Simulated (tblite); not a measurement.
CH₁₂GeN₂Si₂.
Numbering: `[CH3:1][Si@H:2]([NH:3][SiH3:4])[NH:5][GeH3:6]` (hydrogens: H7, H8, H9 on C1; H10 on Si2; H11 on N3; H12, H13, H14 on Si4; H15 on N5; H16, H17, H18 on Ge6)

Computed with GFN2-xTB (tblite), gas phase: L-BFGS steps from a force-field or distance-geometry start until the largest atomic force falls under 0.01 eV/Å.

Step 35: E = -532.0669 eV
```
atom  x, y, z in Å  |  force x, y, z in eV/Å
C1     -0.6000   -2.3104    0.4387   -0.017   0.032  -0.013
Si2    -0.0424   -0.4985    0.4864    0.030   0.011   0.065
N3     -0.8183    0.5003   -0.6933    0.016  -0.033  -0.016
Si4    -2.3803    1.2296   -0.6346   -0.002   0.006  -0.010
N5      1.6452   -0.3897    0.0949    0.011  -0.022  -0.012
Ge6     2.6075    1.1439    0.1540    0.000  -0.034   0.011
H7     -1.6729   -2.3463    0.5940   -0.001  -0.025   0.001
H8     -0.1360   -2.9022    1.2221    0.004   0.016  -0.060
H9     -0.3941   -2.7832   -0.5166    0.036  -0.014   0.023
H10    -0.3568    0.0648    1.8094    0.007   0.038  -0.021
H11    -0.3253    0.5634   -1.5688    0.007   0.034   0.009
H12    -2.4042    2.2046    0.4559   -0.038   0.009   0.047
H13    -3.4186    0.2149   -0.4244   -0.004  -0.002   0.019
H14    -2.5535    1.8878   -1.9273   -0.018   0.021  -0.057
H15     2.1728   -1.2388    0.2100   -0.003   0.001   0.042
H16     2.1497    2.0623   -0.9332   -0.039  -0.007   0.003
H17     2.4820    1.8482    1.4759   -0.012  -0.018  -0.025
H18     4.0364    0.7556   -0.0749    0.022  -0.012  -0.008
```

Step 36: E = -532.0679 eV
```
atom  x, y, z in Å  |  force x, y, z in eV/Å
C1     -0.5988   -2.3094    0.4395   -0.012   0.018  -0.012
Si2    -0.0438   -0.4981    0.4867    0.058   0.035   0.083
N3     -0.8201    0.5015   -0.6924    0.015  -0.039   0.018
Si4    -2.3819    1.2321   -0.6342    0.005  -0.009  -0.024
N5      1.6449   -0.3940    0.0920    0.001   0.009  -0.006
Ge6     2.6072    1.1418    0.1512   -0.018  -0.065   0.040
H7     -1.6709   -2.3518    0.5940   -0.022  -0.014  -0.002
H8     -0.1334   -2.9015    1.2207    0.020   0.009  -0.029
H9     -0.3884   -2.7802   -0.5148    0.031  -0.027  -0.011
H10    -0.3564    0.0656    1.8116    0.013   0.031  -0.041
H11    -0.3218    0.5687   -1.5640    0.006   0.043  -0.014
H12    -2.4124    2.2098    0.4536   -0.031   0.006   0.052
H13    -3.4185    0.2150   -0.4268   -0.003   0.001   0.022
H14    -2.5533    1.8891   -1.9277   -0.018   0.023  -0.061
H15     2.1740   -1.2416    0.2145   -0.019   0.010   0.041
H16     2.1479    2.0609   -0.9332   -0.044   0.001  -0.011
H17     2.4815    1.8449    1.4746   -0.009  -0.021  -0.034
H18     4.0356    0.7536   -0.0771    0.030  -0.012  -0.012
```

Step 37: E = -532.0693 eV
```
atom  x, y, z in Å  |  force x, y, z in eV/Å
C1     -0.5963   -2.3084    0.4403   -0.003  -0.005  -0.010
Si2    -0.0454   -0.4971    0.4895    0.074   0.048   0.075
N3     -0.8233    0.5028   -0.6890    0.022  -0.033   0.025
Si4    -2.3847    1.2366   -0.6347    0.015  -0.020  -0.038
N5      1.6436   -0.3993    0.0878   -0.012   0.037   0.004
Ge6     2.6065    1.1378    0.1473   -0.031  -0.084   0.054
H7     -1.6675   -2.3606    0.5943   -0.039   0.000  -0.010
H8     -0.1283   -2.9008    1.2185    0.036   0.002   0.015
H9     -0.3788   -2.7779   -0.5121    0.017  -0.028  -0.050
H10    -0.3557    0.0660    1.8157    0.018   0.027  -0.048
H11    -0.3163    0.5792   -1.5552   -0.007   0.050  -0.008
H12    -2.4260    2.2189    0.4499   -0.022  -0.009   0.042
H13    -3.4181    0.2150   -0.4310    0.000   0.011   0.025
H14    -2.5526    1.8918   -1.9305   -0.015   0.016  -0.047
H15     2.1741   -1.2449    0.2208   -0.035   0.016   0.039
H16     2.1449    2.0586   -0.9339   -0.044   0.001  -0.019
H17     2.4806    1.8389    1.4719   -0.006  -0.020  -0.034
H18     4.0346    0.7497   -0.0813    0.031  -0.010  -0.015
```

**Question.** Estimate the geometry and energy of step 38. (The exact step hangs on the optimiser's Hessian estimate; all steps are aligned on step 37, rigid shifts and turns removed.)

**Answer.** E = -532.0708 eV, largest force 0.088 eV/Å
```
atom  x, y, z in Å  |  force x, y, z in eV/Å
C1     -0.5940   -2.3056    0.4398    0.014  -0.028  -0.008
Si2    -0.0446   -0.4942    0.4917    0.052   0.036   0.037
N3     -0.8260    0.5034   -0.6874   -0.003  -0.025   0.084
Si4    -2.3871    1.2402   -0.6348    0.024  -0.028  -0.042
N5      1.6437   -0.4054    0.0826   -0.018   0.039   0.013
Ge6     2.6056    1.1319    0.1442   -0.027  -0.070   0.039
H7     -1.6646   -2.3658    0.5934   -0.043   0.013  -0.019
H8     -0.1236   -2.8992    1.2149    0.045  -0.001   0.052
H9     -0.3698   -2.7740   -0.5113   -0.001  -0.018  -0.071
H10    -0.3529    0.0718    1.8161    0.018   0.028  -0.031
H11    -0.3145    0.5862   -1.5488    0.017   0.060  -0.057
H12    -2.4373    2.2260    0.4484   -0.013  -0.032   0.023
H13    -3.4151    0.2117   -0.4337    0.002   0.028   0.027
H14    -2.5541    1.8962   -1.9319   -0.009   0.003  -0.026
H15     2.1741   -1.2481    0.2349   -0.046   0.017   0.032
H16     2.1391    2.0543   -0.9341   -0.037  -0.006  -0.015
H17     2.4775    1.8298    1.4694   -0.001  -0.010  -0.020
H18     4.0348    0.7471   -0.0850    0.025  -0.007  -0.016
```

The energy changes by -0.0015 eV. The first-order estimate −F·Δx gives -0.0021 eV and the mean of the old and new forces, exact on a quadratic surface, -0.0015 eV. The step makes an angle of 74° with the force vector and moves no atom by more than 0.014 Å.

The cost below is that of the whole relaxation. Hardware: Arm Neoverse N1, one thread, on a shared host. Cost: 1.9 s wall.
